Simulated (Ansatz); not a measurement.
C$_{2}$H$_{7}$OSb, singlet, geometry from GFN2-xTB (all electrons, no relativity); SC-NEVPT2/STO-3G, CASSCF(4,6) run with Ansatz (a quantum-chemistry and plane-wave program).

Ansatz was given this input:
Ansatz 0.2 input:
```yaml
crystal:
  periodic: [false, false, false]
  atoms:
    - {symbol: Sb, position_ang: [0.01552351, -0.01434361, 0.41691131]}
    - {symbol: C, position_ang: [-0.77811846, -1.56527652, -0.85714969]}
    - {symbol: H, position_ang: [-0.41158471, -1.37894255, -1.85931622]}
    - {symbol: H, position_ang: [-1.86161913, -1.53845416, -0.84405178]}
    - {symbol: H, position_ang: [-0.43935217, -2.53918734, -0.52498103]}
    - {symbol: C, position_ang: [-0.96395445, 1.54822570, -0.72723977]}
    - {symbol: H, position_ang: [-0.68551488, 1.42518599, -1.76711369]}
    - {symbol: H, position_ang: [-0.64897269, 2.52629706, -0.38218736]}
    - {symbol: H, position_ang: [-2.03890953, 1.46287843, -0.62033382]}
    - {symbol: O, position_ang: [1.66704181, 0.05462526, -0.69087644]}
    - {symbol: H, position_ang: [2.41035685, 0.43904948, -0.23114460]}
basis:
  gaussian:
    orbitals: STO-3G
magnetization: {spin_polarized: false}
correlation: {method: sc_nevpt2, electrons: all, active_space: {window: {electrons: 4, orbitals: 6}}}
```

It wrote (shortened):

```
Functional definition: HF
592 factors; integrals over basis functions are off by at most 4.2e-5 eV
mean field evaluation 1: about -174262.6255 eV, gradient 2.1e1 eV
mean field evaluation 2: about -174262.7528 eV, gradient 2.1e1 eV
mean field evaluation 4: about -174264.4285 eV, gradient 1.3e0 eV
mean field evaluation 8: about -174264.4356 eV, gradient 3.1e-5 eV
mean field -174264.43562148 eV, -6404.0998884124 hartree, gradient 1.6e-6 eV, S^2 0.000000; 0 other end points of the search recorded, 0 dependent functions left out
reference -174264.43562148 eV, -6404.0998884124 hartree; 39, 39 occupied and 10, 10 virtual orbitals, 592 factors
state -174265.79480309 eV, -6404.1498374152 hartree
state -174265.79480309 eV, -6404.1498374152 hartree; corrected -174269.39512375 eV, -6404.2821467591 hartree
state -174265.46286516 eV, -6404.1376389214 hartree
state -174265.46286516 eV, -6404.1376389214 hartree; corrected -174269.37767804 eV, -6404.2815056411 hartree
state -174265.79480309 eV, -6404.1498374152 hartree; corrected -174269.39512375 eV, -6404.2821467591 hartree
state -174265.46012710 eV, -6404.1375382995 hartree
state -174265.46012710 eV, -6404.1375382995 hartree; corrected -174269.35013400 eV, -6404.2804934164 hartree
state -174265.79480309 eV, -6404.1498374152 hartree; corrected -174269.39512375 eV, -6404.2821467591 hartree
1 active orbitals were swapped for others, from the solution at -174265.46007055 eV, -6404.1375362215 hartree to that at -174265.46280518 eV, -6404.1376367173 hartree; typed "places" are swapped only where nearly empty or full, and so, without "given_window_search", are "orbital_numbers", "shells" and a window whose orbitals a file names under [Active]
2 active orbitals were swapped for others, from the solution at -174265.46280516 eV, -6404.1376367163 hartree to that at -174265.79476651 eV, -6404.1498360710 hartree; typed "places" are swapped only where nearly empty or full, and so, without "given_window_search", are "orbital_numbers", "shells" and a window whose orbitals a file names under [Active]
WARN: 1 active orbitals are nearly empty or full. The corrections depend on them more than the energy does, and are more stable in an active space without them
Total energy: -174269.39512375 eV, -6404.2821467591 hartree
```
